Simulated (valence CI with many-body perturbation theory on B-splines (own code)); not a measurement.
Results of a calculation; reference values are marked as such.
Energy levels of Dy16+

Method: relativistic CI+MBPT: four valence electrons over a frozen Dirac-Fock core [Kr] 4d10, a basis of 7 s, 7 p, 7 d, 7 f, 4 g, 2 h functions for each j, with the one-electron correlation potential Σ1 (screened to all orders), the two-electron term Σ2, the three-electron term Σ3, Breit, model QED; selected single and double excitations, second order for the rest, scaled by the run's own slope (own B-spline code, finite nucleus).

No measured levels were compared; by estimate terms of the open shell hold to a few per cent of their energy, and close levels can change places.

Levels 136 to 180 of 195, with energies above the lowest level, 4f4 5I_4. "Leading %" is the weight of the configuration and term that name the level; weights of strongly mixed levels are sums over their largest components and can fall short. In the jj column 3d3/2^4 stands for four electrons in 3d with j = 3/2.

```
No.  Configuration  Term  J  E (eV)  Leading %                Leading jj  Second component
136         4f3.5s   5G°  6  19.052         77         4f7/2^3 5s (47 %)   22 % 4f3.5s 3H°
137         4f3.5s   3S°  1  19.128         38   4f5/2 4f7/2^2 5s (69 %)   37 % 4f3.5s 3D°
138         4f3.5s   3P°  0  19.260         73   4f5/2^2 4f7/2 5s (80 %)   26 % 4f3.5s 5D°
139         4f3.5s   3G°  3  19.366         90   4f5/2^2 4f7/2 5s (47 %)                  
140         4f3.5s   3G°  5  19.474         62         4f7/2^3 5s (78 %)   20 % 4f3.5s 1H°
141            4f4    3P  0  19.481         93            4f7/2^4 (60 %)        6 % 4f4 1S
142         4f3.5s   3P°  1  19.656         39   4f5/2^2 4f7/2 5s (58 %)   22 % 4f3.5s 1P°
143         4f3.5s   1K°  7  19.663         64   4f5/2^2 4f7/2 5s (69 %)   24 % 4f3.5s 3L°
144         4f3.5s   3D°  3  19.758         88   4f5/2 4f7/2^2 5s (73 %)    8 % 4f3.5s 3F°
145         4f3.5s   3G°  4  19.877         67   4f5/2 4f7/2^2 5s (45 %)   17 % 4f3.5s 3F°
146         4f3.5s   5D°  2  20.069         42   4f5/2^2 4f7/2 5s (47 %)   42 % 4f3.5s 3D°
147         4f3.5s   5D°  3  20.254         74   4f5/2^2 4f7/2 5s (65 %)   20 % 4f3.5s 3D°
148         4f3.5s   5D°  2  20.315         30   4f5/2 4f7/2^2 5s (42 %)   24 % 4f3.5s 3D°
149         4f3.5s   1G°  4  20.353         36         4f7/2^3 5s (55 %)   28 % 4f3.5s 3G°
150         4f3.5s   5D°  1  20.381         62   4f5/2 4f7/2^2 5s (47 %)   20 % 4f3.5s 3P°
151         4f3.5s   3G°  5  20.577         38   4f5/2^2 4f7/2 5s (70 %)   35 % 4f3.5s 3I°
152         4f3.5s   5D°  0  20.581         73   4f5/2 4f7/2^2 5s (80 %)   26 % 4f3.5s 3P°
153         4f3.5s   3I°  6  20.839         69   4f5/2^2 4f7/2 5s (64 %)   21 % 4f3.5s 3H°
154         4f3.5s   3G°  5  20.925         50   4f5/2 4f7/2^2 5s (76 %)   47 % 4f3.5s 3I°
155         4f3.5s   1D°  2  21.063         49   4f5/2 4f7/2^2 5s (48 %)   22 % 4f3.5s 3P°
156         4f3.5s   5D°  4  21.069         97   4f5/2 4f7/2^2 5s (69 %)                  
157            4f4    1G  4  21.101         98    4f5/2^2 4f7/2^2 (57 %)                  
158         4f3.5s   3L°  7  21.210         68   4f5/2 4f7/2^2 5s (53 %)   13 % 4f3.5s 1K°
159         4f3.5s   1P°  1  21.245         58         4f7/2^3 5s (49 %)   27 % 4f3.5s 3D°
160         4f3.5s   3L°  8  21.248         86   4f5/2 4f7/2^2 5s (60 %)    9 % 4f3.5s 3K°
161         4f3.5s   3I°  7  21.352         86   4f5/2 4f7/2^2 5s (89 %)    7 % 4f3.5s 1K°
162         4f3.5s   3L°  9  21.559        100  4f5/2 4f7/2^2 5s (100 %)                  
163         4f3.5s   3D°  2  21.644         50   4f5/2^2 4f7/2 5s (63 %)   32 % 4f3.5s 1D°
164         4f3.5s   3D°  1  21.657         85   4f5/2^2 4f7/2 5s (48 %)    9 % 4f3.5s 5D°
165         4f3.5s   3H°  4  21.850         92   4f5/2 4f7/2^2 5s (51 %)                  
166         4f3.5s   1I°  6  21.916         50   4f5/2 4f7/2^2 5s (71 %)   24 % 4f3.5s 3I°
167         4f3.5s   3H°  5  22.050         74   4f5/2 4f7/2^2 5s (46 %)   13 % 4f3.5s 1H°
168         4f3.5s   1L°  8  22.365         92   4f5/2 4f7/2^2 5s (86 %)    6 % 4f3.5s 3L°
169         4f3.5s   3D°  3  22.383         58   4f5/2 4f7/2^2 5s (53 %)   23 % 4f3.5s 5D°
170         4f3.5s   3D°  2  22.390         60   4f5/2 4f7/2^2 5s (52 %)   17 % 4f3.5s 1D°
171         4f3.5s   3H°  6  22.724         51   4f5/2 4f7/2^2 5s (58 %)   42 % 4f3.5s 1I°
172         4f3.5s   3D°  1  22.824         90   4f5/2 4f7/2^2 5s (64 %)    6 % 4f3.5s 1P°
173         4f3.5s   3D°  3  22.943         77   4f5/2 4f7/2^2 5s (74 %)   21 % 4f3.5s 3F°
174         4f3.5s   3F°  2  23.145         53   4f5/2 4f7/2^2 5s (81 %)   39 % 4f3.5s 3D°
175         4f3.5s   1H°  5  23.203         77         4f7/2^3 5s (43 %)    9 % 4f3.5s 3I°
176         4f3.5s   3F°  3  23.880         56         4f7/2^3 5s (60 %)   38 % 4f3.5s 3D°
177         4f3.5s   3F°  4  24.044         95         4f7/2^3 5s (41 %)                  
178         4f3.5s   1D°  2  24.219         51         4f7/2^3 5s (74 %)   24 % 4f3.5s 3D°
179         4f3.5s   1F°  3  24.839         83   4f5/2 4f7/2^2 5s (47 %)    7 % 4f3.5s 3F°
180         4f3.5s   3G°  5  25.625         97   4f5/2 4f7/2^2 5s (68 %)
```

Names give the largest LS component (configuration and term), which can be under half, so a name can repeat, a term be missing and a line seem to break the LS rules; names also repeat where a configuration has a term twice.

Where two levels of one J and parity lie close, their mixing, g and order are uncertain.
